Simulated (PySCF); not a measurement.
Estimate the missing entries of this data sheet.

Compound: C₇H₁₁NSi₂.
SMILES: `C=CC[SiH2]C#C[SiH2]CC#N`

Conformer (atom-mapped SMILES and torsion angles): `[CH2:1]=[CH:2][CH2:3][SiH2:4][C:5]#[C:6][SiH2:7][CH2:8][C:9]#[N:10]`: C1–C2–C3–Si4 -105°, C2–C3–Si4–C5 -178°, C6–Si7–C8–C9 180°.

```tsv
property	level	value
point group of the GFN2-xTB geometry	GFN2-xTB	?
rotational constants A, B, C of the GFN2-xTB geometry	GFN2-xTB	?
dipole moment	PBE0/pcSseg-1	4.52 D
HOMO energy	PBE0/pcSseg-1	?
LUMO energy	PBE0/pcSseg-1	?
13C chemical shifts (computed TMS as zero) by class	GIAO PBE0/pcSseg-1	?
1H chemical shifts (computed TMS as zero) by class	GIAO PBE0/pcSseg-1	?
isotropic shieldings of nuclei other than C and H, by class	GIAO PBE0/pcSseg-1	?
```

Gas-phase values; electronic properties from PySCF, density fitting. The structure is a single GFN2-xTB conformer in the gas phase; no vibrational or solvent corrections. NMR classes are plain means over equivalent atoms (diastereotopic ones count apart unless rotation or inversion swaps them), as if these changed places fast; in this geometry the members of some classes differ.

Problem. What is the point group of the GFN2-xTB geometry?

Solution. C1.

Problem. The 13C chemical shifts (computed TMS as zero) by class?

Solution. 141.0 (1 C), 122.1 (1 C), 121.1 (1 C), 120.9 (1 C), 113.6 (1 C), 25.7 (1 C), 0.1 (1 C) ppm.

Problem. What are the isotropic shieldings of nuclei other than C and H, by class?

Solution. -30 (1 N), 416 (1 Si), 416 (1 Si) ppm.

Problem. What are the 1H chemical shifts (computed TMS as zero) by class?

Solution. 6.07 (1 H), 5.42 (1 H), 5.26 (1 H), 4.62 (2 H), 4.28 (2 H), 2.09 (2 H), 1.82 (2 H) ppm.

Problem. The rotational constants A, B, C of the GFN2-xTB geometry?

Solution. 5.071, 0.228, 0.223 GHz.

Problem. What is the HOMO energy?

Solution. -7.43 eV.

Problem. The LUMO energy?

Solution. -0.99 eV.

With B = h/(8π²I), that is 505.379 GHz u Å² over I, the principal moments of inertia are 99.7, 2213.8 and 2268.0 u Å² (most abundant isotopes); the inertial defect Ic − Ia − Ib is -45.5 u Å² (zero for a rigid planar frame, negative otherwise). In atomic units the dipole is 1.78 e·bohr (1 au = 2.5417 D). The rotational constants make it an asymmetric top with κ = (2B − A − C)/(A − C) = -1.00, nearer the prolate limit (−1).
